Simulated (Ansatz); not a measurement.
Born–Oppenheimer molecular dynamics of C2H5ClOSi (10 atoms, charge 0, multiplicity 1). It goes on from the last frame of an earlier run, with new velocities.

Theory: UKS B3LYP-D4/STO-3G in Ansatz 0.2.0.

```
ensemble        : NVT, Nosé–Hoover chain
time step       : 0.25 fs
steps asked     : 305
set temperature : 1500 K
thermostat      : time constant 100 fs, chain length 5
seed            : 646884
```

First frame:

```xyz
10
Properties=species:S:1:pos:R:3
O -1.888 -0.381 0.218
C -0.477 -0.082 0.026
Si 0.605 -1.571 0.263
C -0.040 1.245 -0.036
Cl -1.106 2.755 -0.033
H -2.397 0.564 0.268
H 1.959 -1.109 0.180
H 0.264 -2.460 -0.691
H 0.243 -1.962 1.630
H 1.052 1.576 -0.093
```

(1) How far do the bonds stretch over the last three quarters of this one trajectory? (Pairs bonded in most of those frames.)

Results:

(1) 
```tsv
bond	mean (Å)	spread (Å)	shortest	longest
O1–C2	1.417	0.048	1.33	1.50
O1–H6	1.055	0.080	0.92	1.17
C2–Si3	1.897	0.071	1.79	2.02
C2–C4	1.358	0.025	1.31	1.41
Si3–H7	1.458	0.062	1.36	1.55
Si3–H8	1.457	0.095	1.31	1.60
Si3–H9	1.469	0.077	1.34	1.59
C4–Cl5	1.820	0.042	1.76	1.90
C4–H10	1.098	0.031	1.04	1.15
```

Mean temperature of the second half: 1057 K. The conserved energy stayed within 0.26 meV per atom of its start (net change -0.088 meV per atom), so the integration is sound. The mean temperature of the second half is 30 % below the set value. A run of 0.076 ps of so small a system gives no equilibrium averages. Limits of this set-up: minimal basis.

The run took 28 min on 1 thread of Arm Neoverse N1 (shared host), peak memory 0.14 GiB.
